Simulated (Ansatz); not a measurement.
Computed with Ansatz on PBE0-D4/def2-TZVP structures; ΔE is electronic, products minus reactants. CBS: MP2 limit from def2 TZ/QZ plus the TZ coupled-cluster correction, frozen cores. This one scheme is used for every species. Functionals use def2-TZVPP. B3LYP here is the variant with VWN-RPA as its local correlation; programs differ in this. Each species was taken in one conformer, which may not be the lowest.

`CO[Si]1(Cl)CO1` + H–F → `CO[Si]1(F)CO1` + HCl  (ligand exchange at the Si–Cl bond)

CCSD(T)/CBS gives -39.7 kJ/mol.

Q: Another level gave -59.5 kJ/mol. Which?
A. CCSD/def2-TZVPP
B. B3LYP-D4/def2-TZVPP
C. HF/def2-TZVPP
D. PBE/def2-TZVPP

A: C. HF/def2-TZVPP -59.5, PBE -37.0, B3LYP-D4 -43.3, CCSD/def2-TZVPP -47.6 kJ/mol.

Largest T1 diagnostic among the species: 0.012.

In def2-TZVPP, CCSD(T) changes the Hartree–Fock value by +15.5 kJ/mol (the triples alone add +3.6 kJ/mol) and MP2 by +22.5 kJ/mol. The D4 term adds +7.3 kJ/mol with B3LYP and +4.0 kJ/mol with PBE0; it sums over pairs of atoms, weighted by their polarisabilities, and B3LYP, whose exchange is more repulsive, gets the larger term.
